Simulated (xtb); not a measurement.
C4H10Sb (SMILES C[CH2][Sb][CH2]C), doublet, at a GFN2-xTB geometry (the spin is typed, not shown lowest); xtb with GFN2-xTB.

The xtb input:
```
$ xtb mol.xyz --gfn 2 --chrg 0 --uhf 1 --json

# file mol.xyz
15

Sb     0.69795184     0.22099115     0.17324358
C     -0.97707771    -0.60323738     1.35141399
C     -1.09839577    -2.10555151     1.20328085
H     -1.88914187    -0.11172102     1.01763682
H     -0.81080658    -0.33758433     2.39354113
H     -0.19955431    -2.60306815     1.56347303
H     -1.24709769    -2.38339216     0.16131483
H     -1.94675887    -2.48108930     1.77591681
C     -0.45619637     0.14942256    -1.70717713
C     -1.42581751     1.30631470    -1.82983375
H     -0.98885328    -0.79953306    -1.73200443
H      0.25381004     0.16122358    -2.53179720
H     -0.89468298     2.25660190    -1.83508144
H     -2.12972381     1.31419564    -0.99949967
H     -1.99781017     1.23212797    -2.75502631
```

Output, abridged:

```
   ID    Z sym.   atoms
    1   51 Sb     1
    2    6 C      2, 3, 9, 10
    3    1 H      4-8, 11-15

           -------------------------------------------------
          |                Calculation Setup                |
           -------------------------------------------------

           -------------------------------------------------
          |                 G F N 2 - x T B                 |
           -------------------------------------------------

          ...................................................
          :                      SETUP                      :
          :.................................................:
          :  # basis functions                  36          :
          :  # atomic orbitals                  35          :
          :  # shells                           21          :
          :  # electrons                        31          :
          :  max. iterations                   250          :
          :  Hamiltonian                  GFN2-xTB          :
          :  restarted?                      false          :
          :  GBSA solvation                  false          :
          :  PC potential                    false          :
          :  electronic temp.          300.0000000     K    :
          :  accuracy                    1.0000000          :
          :  -> integral cutoff          0.2500000E+02      :
          :  -> integral neglect         0.1000000E-07      :
          :  -> SCF convergence          0.1000000E-05 Eh   :
          :  -> wf. convergence          0.1000000E-03 e    :
          :  Broyden damping             0.4000000          :
          :  net charge                          0          :
          :  unpaired electrons                  1          :
          ...................................................

 iter      E             dE          RMSdq      gap      omega  full diag
   1    -16.0044466 -0.160044E+02  0.337E+00    3.21       0.0  T
   2    -16.0355715 -0.311249E-01  0.309E+00    2.91       1.0  T
   3    -16.0445929 -0.902138E-02  0.155E+00    3.05       1.0  T
   4    -16.0449392 -0.346283E-03  0.455E-01    3.08       1.0  T
   5    -16.0449633 -0.240786E-04  0.249E-01    3.08       1.0  T
   6    -16.0450694 -0.106144E-03  0.498E-02    3.06       1.0  T
   7    -16.0450693  0.712189E-07  0.208E-02    3.06       1.2  T
   8    -16.0450700 -0.677277E-06  0.853E-03    3.06       3.0  T
   9    -16.0450701 -0.138057E-06  0.642E-04    3.06      40.2  T
  10    -16.0450701 -0.549459E-09  0.170E-04    3.06     151.8  T

   *** convergence criteria satisfied after 10 iterations ***

         :::::::::::::::::::::::::::::::::::::::::::::::::::::
         ::                     SUMMARY                     ::
         :::::::::::::::::::::::::::::::::::::::::::::::::::::
         :: total energy             -15.838436012582 Eh    ::
         :: gradient norm              0.000042924371 Eh/a0 ::
         :: HOMO-LUMO gap              3.061958221625 eV    ::
         ::.................................................::
         :: SCC energy               -16.045048545712 Eh    ::
         :: -> isotropic ES            0.011392931151 Eh    ::
         :: -> anisotropic ES          0.003802738399 Eh    ::
         :: -> anisotropic XC          0.008709732340 Eh    ::
         :: -> dispersion             -0.009609028849 Eh    ::
         :: repulsion energy           0.206612533130 Eh    ::
         :: add. restraining           0.000000000000 Eh    ::
         :: total charge               0.000000000000 e     ::
         :::::::::::::::::::::::::::::::::::::::::::::::::::::

           -------------------------------------------------
          |                Property Printout                |
           -------------------------------------------------

    * Orbital Energies and Occupations

         #    Occupation            Energy/Eh            Energy/eV
[...]
        24                          0.1633324               4.4445
        25                          0.1720836               4.6826
        26                          0.1722772               4.6879
        27                          0.1910157               5.1978
       ...                                ...                  ...
        35                          0.5053023              13.7500
      -------------------------------------------------------------
                  HL-Gap            0.1125249 Eh            3.0620 eV
             Fermi-level           -0.2866372 Eh           -7.7998 eV

     #   Z          covCN         q      C6AA      α(0)
     1  51 Sb       1.843     0.199   405.643    39.441
     2   6 C        3.707    -0.117    22.894     6.840
     3   6 C        3.789    -0.091    22.251     6.718
     4   1 H        0.925     0.021     2.715     2.577
     5   1 H        0.925     0.011     2.873     2.651
     6   1 H        0.925     0.023     2.690     2.565
     7   1 H        0.925     0.026     2.642     2.542
     8   1 H        0.924     0.027     2.624     2.533
     9   6 C        3.707    -0.117    22.894     6.840
    10   6 C        3.789    -0.091    22.251     6.718
    11   1 H        0.925     0.021     2.715     2.577
    12   1 H        0.925     0.011     2.873     2.651
    13   1 H        0.925     0.023     2.690     2.565
    14   1 H        0.925     0.026     2.642     2.542
    15   1 H        0.924     0.027     2.624     2.533

 Mol. C6AA /au·bohr⁶  :       3045.737770
 Mol. C8AA /au·bohr⁸  :     133299.299303
 Mol. α(0) /au        :         92.291793

Wiberg/Mayer (AO) data.
largest (>0.10) Wiberg bond orders for each atom

 ---------------------------------------------------------------------------
     #   Z sym  total        # sym  WBO       # sym  WBO       # sym  WBO
 ---------------------------------------------------------------------------
     1  51 Sb   1.974 --     2 C    0.955     9 C    0.955
     2   6 C    3.978 --     3 C    1.037     5 H    0.987     4 H    0.978
                             1 Sb   0.955
     3   6 C    3.998 --     2 C    1.037     6 H    0.990     7 H    0.987
                             8 H    0.979
     4   1 H    1.000 --     2 C    0.978
     5   1 H    1.000 --     2 C    0.987
     6   1 H    0.999 --     3 C    0.990
     7   1 H    0.999 --     3 C    0.987
     8   1 H    0.999 --     3 C    0.979
     9   6 C    3.978 --    10 C    1.037    12 H    0.987    11 H    0.978
                             1 Sb   0.955
    10   6 C    3.998 --     9 C    1.037    13 H    0.990    14 H    0.987
                            15 H    0.979
    11   1 H    1.000 --     9 C    0.978
    12   1 H    1.000 --     9 C    0.987
    13   1 H    0.999 --    10 C    0.990
    14   1 H    0.999 --    10 C    0.987
    15   1 H    0.999 --    10 C    0.979
 ---------------------------------------------------------------------------

Topologies differ in total number of bonds
Writing topology from bond orders to xtbtopo.mol

molecular dipole:
                 x           y           z       tot (Debye)
 q only:        0.469       0.148       0.116
   full:       -0.142      -0.045      -0.035       0.388
molecular quadrupole (traceless):
                xx          xy          yy          xz          yz          zz
 q only:        0.962      -0.062       0.611       0.396       0.799      -1.573
  q+dip:       -0.093      -0.091      -0.088      -0.171       0.270       0.181
   full:       -0.715      -0.266       0.124      -0.300      -0.200       0.591

           -------------------------------------------------
          | TOTAL ENERGY              -15.838436012582 Eh   |
          | GRADIENT NORM               0.000042924371 Eh/α |
          | HOMO-LUMO GAP               3.061958221625 eV   |
           -------------------------------------------------

normal termination of xtb
```
